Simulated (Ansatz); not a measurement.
Problem. Name a neutral molecule of Al, C, N, O and H with HOMO energy (PBE/def2-TZVPP) between -6.05 and -5.75 eV and HOMO energy (PBE0/def2-TZVPP) between -7.60 and -7.30 eV (Ansatz, PBE0-D4/def2-TZVP geometry).

Solution. `[NH2][Al]1[CH2]C[O]1` (-5.89 eV, -7.37 eV); `OC[NH][AlH2]` (-6.04 eV, -7.40 eV). Other molecules can fit too; these were computed, each in one conformer that needn't be the lowest.
